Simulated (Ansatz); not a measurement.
Pair of molecules: HI (SMILES I) (first 2 atoms) with H4OSi (SMILES O[SiH3]); geometry from B3LYP-D3(BJ)/def2-TZVP.
(charge 0, multiplicity 1):
```xyz
8

I     -0.423    -1.170    -0.633
H     -0.576    -0.960     0.973
O     -0.660    -0.554     2.948
Si     0.192     0.703     3.624
H     -1.258    -1.066     3.499
H     -0.724     1.721     4.190
H      0.980     1.273     2.516
H      1.085     0.218     4.703
```

Basis-set superposition error: the interaction energy with monomers in their own basis, and in the dimer's basis (counterpoise).

Codes used: Ansatz (Gaussian orbitals).  In def2 rows elements past Kr take small-core potentials, without spin–orbit coupling.

| level | uncorrected (kcal/mol) | counterpoise (kcal/mol) | difference |
|---|---|---|---|
| HF/def2-SVPD | -1.33 | -0.86 | 0.47 |
| BLYP/def2-TZVPPD | -1.37 | -1.31 | 0.07 |
| revPBE/def2-TZVPPD | -1.09 | -1.03 | 0.06 |
| BHLYP/def2-TZVPPD | -2.26 | -2.20 | 0.06 |
| wB97X-V/def2-TZVPPD | -3.12 | -3.06 | 0.06 |
| B2PLYP/def2-TZVPPD | -2.60 | -2.37 | 0.23 |
| MP2/def2-SVPD | -4.80 | -2.95 | 1.84 |
| MP2/def2-QZVPPD | -3.59 | -3.38 | 0.21 |
| SCS-MP2/def2-SVPD | -3.97 | -2.12 | 1.85 |
| CCSD(T)/def2-SVPD | -4.45 | -2.42 | 2.03 |

The error is largest for CCSD(T)/def2-SVPD (2.03 kcal/mol) and smallest for revPBE/def2-TZVPPD (0.06 kcal/mol).

Ansatz is a quantum-chemistry and plane-wave program.
